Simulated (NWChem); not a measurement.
System: SiH₄O₄; SMILES O[Si](O)(O)O

NWChem input:

```
start job
memory heap 200 mb stack 900 mb global 1100 mb
geometry units angstroms noautosym nocenter noautoz
  O     -0.264927    -1.379169     0.867021
  Si     0.000000     0.000000     0.000000
  O      1.379169    -0.264927    -0.867021
  O     -1.379169     0.264927    -0.867021
  O      0.264927     1.379169     0.867021
  H      0.542021    -1.832967     1.148635
  H      1.832967     0.542021    -1.148635
  H     -1.832967    -0.542021    -1.148635
  H     -0.542021     1.832967     1.148635
end
basis spherical
  * library def2-tzvp
end
dft
  xc hfexch
  iterations 150
  semidirect filesize 400000000
end
property
  efieldgrad
end
task dft property
```

NWChem printed, in part:

```
             Northwest Computational Chemistry Package (NWChem) 7.3.0
             --------------------------------------------------------

                             Geometry "geometry" -> ""
                             -------------------------

 Output coordinates in angstroms (scale by  1.889725989 to convert to a.u.)

  No.       Tag          Charge          X              Y              Z
 ---- ---------------- ---------- -------------- -------------- --------------
    1 O                    8.0000    -0.26492700    -1.37916900     0.86702100
    2 Si                  14.0000     0.00000000     0.00000000     0.00000000
    3 O                    8.0000     1.37916900    -0.26492700    -0.86702100
    4 O                    8.0000    -1.37916900     0.26492700    -0.86702100
    5 O                    8.0000     0.26492700     1.37916900     0.86702100
    6 H                    1.0000     0.54202100    -1.83296700     1.14863500
    7 H                    1.0000     1.83296700     0.54202100    -1.14863500
    8 H                    1.0000    -1.83296700    -0.54202100    -1.14863500
    9 H                    1.0000    -0.54202100     1.83296700     1.14863500

 Effective nuclear repulsion energy (a.u.)     267.1879153885

  xc_inp: hfexch multiplicative factor not found.
                              NWChem Property Module
                              ----------------------

  itol2e modified to match energy
  convergence criterion.

                                 NWChem DFT Module
                                 -----------------

 Summary of "ao basis" -> "ao basis" (spherical)
 ------------------------------------------------------------------------------
       Tag                 Description            Shells   Functions and Types
 ---------------- ------------------------------  ------  ---------------------
 O                         def2-tzvp                11       31   5s3p2d1f
 Si                        def2-tzvp                13       37   5s5p2d1f
 H                         def2-tzvp                 4        6   3s1p

  itol2e modified to match energy
  convergence criterion.

[...]

          -----------------------
          Electric field gradient
          -----------------------

 1 a.u. = 0.324123 10**(16) esu/cm**3  ( or statvolts/cm**2 ) = 0.97174 10**(22) v/m**2

 ------------------------------------------------------------
   Atom      X         Y         Z
 ------------------------------------------------------------
    1 O   -0.50064  -2.60625   1.63843
 ------------------------------------------------------------

 Electric field gradient in molecular frame (a.u.)
         XX             YY             ZZ             XY             XZ             YZ
 ------------------------------------------------------------------------------------------
       -0.435099      -0.205147       0.640247       0.733249      -0.499225       0.784100

 Principal components (a.u.) and orientation
 of principal axis w.r.t. absolute frame                      Asymmetry parameter eta
 --------------------------------------------------------------------------------------
       -1.448095       1.110848       0.337247                       0.534220

        0.658474      -0.047659       0.751093
       -0.639138       0.491542       0.591514
        0.397385       0.869549      -0.293207

 ------------------------------------------------------------
   Atom      X         Y         Z
 ------------------------------------------------------------
    2 Si   0.00000   0.00000   0.00000
 ------------------------------------------------------------

 Electric field gradient in molecular frame (a.u.)
         XX             YY             ZZ             XY             XZ             YZ
 ------------------------------------------------------------------------------------------
        0.081922       0.081922      -0.163844      -0.000000       0.000000      -0.000000

 Principal components (a.u.) and orientation
 of principal axis w.r.t. absolute frame                      Asymmetry parameter eta
 --------------------------------------------------------------------------------------
       -0.163844       0.081922       0.081922                       0.000000

        0.000000       1.000000      -0.000000
       -0.000000      -0.000000       1.000000
        1.000000       0.000000      -0.000000

 ------------------------------------------------------------
   Atom      X         Y         Z
 ------------------------------------------------------------
    3 O    2.60625  -0.50064  -1.63843
 ------------------------------------------------------------

 Electric field gradient in molecular frame (a.u.)
         XX             YY             ZZ             XY             XZ             YZ
 ------------------------------------------------------------------------------------------
       -0.205147      -0.435099       0.640247      -0.733249       0.784100       0.499225

 Principal components (a.u.) and orientation
 of principal axis w.r.t. absolute frame                      Asymmetry parameter eta
 --------------------------------------------------------------------------------------
       -1.448095       1.110848       0.337247                       0.534220

        0.639138       0.491542       0.591514
        0.658474       0.047659      -0.751093
       -0.397385       0.869549      -0.293207

 ------------------------------------------------------------
   Atom      X         Y         Z
 ------------------------------------------------------------
    4 O   -2.60625   0.50064  -1.63843
 ------------------------------------------------------------

[...]
```

Level: Hartree-Fock/def2-TZVP. Geometry: optimised at B3LYP/6-31G* (spherical d). NWChem prints the field gradient with the sign opposite to the second derivative of the potential.
